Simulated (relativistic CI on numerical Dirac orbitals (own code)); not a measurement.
Calculated at this level of theory: Dirac-Coulomb-Breit CI, separate exchange-only KLI orbitals for each configuration, model QED, unscaled Slater integrals (own radial code, finite nucleus).

The strongest absorption lines from the ground level of an ion, among the configurations computed and to levels below about 3850 eV (vacuum wavelength in Å, gf): 3.2271 (0.25), 4.1741 (0.45), 4.1820 (0.28), 4.1974 (0.19), 4.2337 (0.1), 4.2625 (1.5), 49.303 (0.12), 50.530 (0.16).

**Question.** Which ion is it?
A. Ru39+
B. Sr33+
C. Nb36+
D. Ag42+

**Answer.** C. Nb36+ has 5 electrons and the ground level 2s²2p ²P°1/2; the strongest line goes to 2s²3d ²D3/2. The pattern of lines fixes the number of electrons, and along that sequence the line energies rise steadily with the charge (about as its square where n changes within one kind of shell, about linearly where n is kept but much faster in heavy ions where fine structure, which grows about as Z⁴, sets the gap, and irregularly where shells cross), which fixes Z. Configurations outside the model, such as inner-shell arrays, can give stronger lines. At this charge energies of transitions that change n are usually good to better than 1 %, and those within a shell (Δn = 0) to a few per cent.

LS names give the leading component of a level, which can be under half, so a name can repeat, a term be missing and a line seem to break the LS rules.
